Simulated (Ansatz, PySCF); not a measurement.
Species: sum formula HSO (charge 0, doublet). It need not be the lowest isomer of its formula. SMILES: [O]S
Geometry: optimised at B3LYP-D3(BJ)/def2-TZVP (Ansatz, a program for electronic structure).

Wanted: vertical ionisation energy (to the singlet state of charge +1; each state is the SCF solution reached for its spin; for the singlet the Hartree-Fock reference is unstable and T1 is 0.020), in eV. Cores are frozen in the correlated levels unless marked. UHF or UKS for open shells. Spin-orbit coupling is left out. Non-relativistic. Basis-set limits of correlation are two-point, X^-3; Hartree-Fock from the larger set.

```
level                                         program  vertical ionisation energy (eV)  minus last row
--------------------------------------------  -------  -------------------------------  --------------
HF/def2-TZVPPD                                 Ansatz                            10.25            0.21
r2SCAN/def2-TZVPD                              Ansatz                            10.37            0.33
wB97M-V/def2-TZVPD                             Ansatz                            10.15            0.11
SCS-MP2/def2-QZVPPD                            Ansatz                             9.62           -0.42
CCSD/CBS(aug-cc-pV(T+d)Z,aug-cc-pV(Q+d)Z)      Ansatz                            10.16            0.12
CCSD(T)/aug-cc-pV(T+d)Z                        Ansatz                             9.94           -0.10
CCSD(T)/CBS(aug-cc-pV(T+d)Z,aug-cc-pV(Q+d)Z)   Ansatz                            10.04            0.00
```

For comparison, minus the highest occupied orbital energy (PySCF): 7.54 eV at PW6B95/def2-TZVPD, 8.67 eV at M06-2X/def2-TZVPD, 11.14 eV at HF/def2-TZVPD.
